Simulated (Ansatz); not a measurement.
One geometry of Be₄O₄H₁₆, several levels of theory.

```yaml
crystal:
  periodic: [false, false, false]
  atoms:
    - {symbol: O, position_ang: [-1.912146, 0.879427, -0.581553]}
    - {symbol: O, position_ang: [1.911731, -0.880371, -0.578496]}
    - {symbol: O, position_ang: [-0.880061, -1.909878, 0.581784]}
    - {symbol: O, position_ang: [0.879838, 1.911202, 0.578141]}
    - {symbol: Be, position_ang: [-1.926187, 0.889472, 1.021387]}
    - {symbol: Be, position_ang: [-0.888009, -1.926587, -1.021194]}
    - {symbol: Be, position_ang: [0.888667, 1.924013, -1.024814]}
    - {symbol: Be, position_ang: [1.925638, -0.887208, 1.024539]}
    - {symbol: H, position_ang: [-1.302716, 1.519075, -1.092281]}
    - {symbol: H, position_ang: [-2.004302, -0.001048, -1.089662]}
    - {symbol: H, position_ang: [1.302869, -1.521111, -1.088480]}
    - {symbol: H, position_ang: [2.004791, -0.000989, -1.088482]}
    - {symbol: H, position_ang: [-1.520750, -1.300434, 1.091350]}
    - {symbol: H, position_ang: [-0.000551, -2.002534, 1.091381]}
    - {symbol: H, position_ang: [-0.000238, 2.004531, 1.086930]}
    - {symbol: H, position_ang: [1.520200, 1.303181, 1.089554]}
    - {symbol: H, position_ang: [-2.343719, -0.291007, 1.619217]}
    - {symbol: H, position_ang: [-1.301078, 1.977323, 1.613945]}
    - {symbol: H, position_ang: [-1.975228, -1.302751, -1.616264]}
    - {symbol: H, position_ang: [0.293359, -2.344493, -1.617059]}
    - {symbol: H, position_ang: [1.976528, 1.299193, -1.617551]}
    - {symbol: H, position_ang: [-0.292556, 2.340256, -1.622009]}
    - {symbol: H, position_ang: [2.343225, 0.294443, 1.620050]}
    - {symbol: H, position_ang: [1.300674, -1.973697, 1.619571]}
basis:
  gaussian: {orbitals: def2-TZVP, initial_orbitals: start.molden}
hamiltonian: {xc: r2scan, dispersion: d4}
scf: {omitted_lower_state_checks: [starts]}
output: {orbitals: {seedname: orbitals}}
```

The file start.molden holds the orbitals of an earlier run on this structure, at another level or in another basis.

```sh
$ ansatz run in.yaml --threads 4 --pin off --events-out ev --progress --plain --max-ram 4787MiB
```

Shortened log:

```
Functional definition: r2SCAN
1872 factors; their error is unknown
mean field evaluation 1: about -10055.0154 eV, gradient 6.2e0 eV
mean field evaluation 2: about -10055.0840 eV, gradient 6.8e-2 eV
mean field evaluation 4: about -10055.0420 eV, gradient 3.1e-4 eV
mean field -10055.04198813 eV, -369.5159775114 hartree, gradient 7.9e-6 eV, S^2 0.000000; 0 other end points of the search recorded, 0 dependent functions left out
reference -10055.04201329 eV, -369.5159784362 hartree; 32, 32 occupied and 264, 264 virtual orbitals, 1872 factors
Total energy: -10055.22241889 eV, -369.5226082197 hartree
Checks for a lower state left out: starts
```

It took 6.5 s on 4 threads of Arm Neoverse V2 on a shared host.

The first input with `hamiltonian: {xc: pbe0, dispersion: d4}` (abridged; 5.5 s):

```
Functional definition: PBE0
mean field -10048.09553612 eV, -369.2607001085 hartree, gradient 1.1e-5 eV, S^2 0.000000
Total energy: -10048.59097939 eV, -369.2789073129 hartree
Checks for a lower state left out: starts
```

The first input with `hamiltonian: {xc: pbe}`, `correlation: {method: rpa}` and without the key `output` (abridged; 12 s):

```
Functional definition: PBE
mean field -10047.19087070 eV, -369.2274542676 hartree, gradient 4.0e-6 eV, S^2 0.000000
4 core orbitals not correlated: weight in the atoms' cores, before any rotation towards them, 1.000 or more for the frozen orbitals, at most 0.000 for the correlated occupied ones
Total energy: -10062.32330248 eV, -369.7835608785 hartree
Checks for a lower state left out: starts
```

The first input with `gaussian: {orbitals: def2-TZVPD, initial_orbitals: start.molden}`, `hamiltonian: {xc: pbe, dispersion: d4}` (abridged; 7 s):

```
Functional definition: PBE
mean field -10047.41495869 eV, -369.2356893493 hartree, gradient 1.7e-5 eV, S^2 0.000000
Total energy: -10047.98461928 eV, -369.2566239901 hartree
Checks for a lower state left out: starts
```

As the first input, with `gaussian: {orbitals: def2-SVP, initial_orbitals: start.molden}`, `correlation: {method: ccsd_t}` and without the key `hamiltonian` (abridged; 2 min):

```
Functional definition: HF
mean field -9987.08974498 eV, -367.0187786355 hartree, gradient 6.9e-6 eV, S^2 0.000000
4 core orbitals not correlated: weight in the atoms' cores, before any rotation towards them, 1.000 or more for the frozen orbitals, at most 0.000 for the correlated occupied ones
second order -29.21305371 eV of doubles, -0.00000000 eV of singles
cycle   1  -30.42871803 eV  change    -1.2e0 eV  update   1.2e-1
cycle   2  -31.25977260 eV  change   -8.3e-1 eV  update   3.4e-2
cycle   3  -31.42119915 eV  change   -1.6e-1 eV  update   1.6e-2
cycle   4  -31.40923433 eV  change    1.2e-2 eV  update   3.9e-3
cycle   5  -31.40938087 eV  change   -1.5e-4 eV  update   1.5e-3
cycle   6  -31.40989443 eV  change   -5.1e-4 eV  update   4.4e-4
cycle   7  -31.40946732 eV  change    4.3e-4 eV  update   1.4e-4
cycle   8  -31.40936651 eV  change    1.0e-4 eV  update   4.5e-5
cycle   9  -31.40938103 eV  change   -1.5e-5 eV  update   1.3e-5
perturbative correction -0.61658366 eV, -0.0226590317 hartree
Total energy: -10019.11570967 eV, -368.1957111299 hartree
Checks for a lower state left out: starts
```

The first input with `gaussian: {orbitals: def2-SVP, initial_orbitals: start.molden}`, `hamiltonian: {xc: pbe0, dispersion: d4}` (abridged; 2.8 s):

```
Functional definition: PBE0
mean field -10036.22597281 eV, -368.8245017026 hartree, gradient 1.7e-5 eV, S^2 0.000000
Total energy: -10036.72140970 eV, -368.8427086723 hartree
Checks for a lower state left out: starts
```

As the first input, with `gaussian: {orbitals: def2-TZVPD, initial_orbitals: start.molden}`, `hamiltonian: {xc: {name: B97M-V}}` (abridged; 28 s):

```
Functional definition: B97M-V
mean field -10061.00910300 eV, -369.7352649384 hartree, gradient 2.4e-5 eV, S^2 0.000000
Total energy: -10061.00922977 eV, -369.7352695971 hartree
Checks for a lower state left out: starts
```

Geometry: r2SCAN-D4/def2-SVP.

Correlated methods freeze 4 core orbitals. In the singlet geometry the species has come apart into loosely held pieces.
